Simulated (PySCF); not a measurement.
# From computed data to an observable: chemical shift, span and skew from a shielding tensor

H7NO2Si2, SMILES N[Si](O)(O)[SiH3]. Atoms are numbered in the order given.

```xyz
12

N      1.3672     1.3981     0.0000
Si     0.4136    -0.0509     0.0000
O      0.7843    -0.8588    -1.4088
O      0.7843    -0.8588     1.4088
Si    -1.9126     0.1337     0.0000
H      1.3729     1.9837     0.8314
H      1.3729     1.9837    -0.8314
H      1.7221    -0.8844    -1.6398
H      1.7221    -0.8844     1.6398
H     -2.3631     0.8959    -1.2077
H     -2.5966    -1.1958     0.0000
H     -2.3631     0.8959     1.2077
```

Geometry optimised at r2SCAN-D4/def2-SVP. The structure was generated by enumeration, and PubChem lists no compound with its InChIKey, so it may never have been made. Other conformers were not sampled.

GIAO shieldings from HF/pcSseg-1 (PySCF), non-relativistic, no solvent. The symmetric part of the tensor of Si5 has the principal values 490.0, 492.5, 495.6 ppm. The same nucleus in TMS has σ = 393.8 ppm at this level (PySCF, at its B3LYP-D3(BJ)/def2-TZVP geometry).

Work out the isotropic shielding, the ²⁹Si shift against TMS, the span and the skew.


σ(iso) = (σ11 + σ22 + σ33)/3 = 492.7 ppm. δ = σ(ref) − σ(iso) = 393.8 − (492.7) = -98.9 ppm.
Span Ω = σ33 − σ11 = 5.6 ppm. Skew κ = 3(σ(iso) − σ22)/Ω = 0.11. Tumbling in solution averages the tensor to δ; in a static solid the shielding alone would spread this spin-1/2 line over Ω.
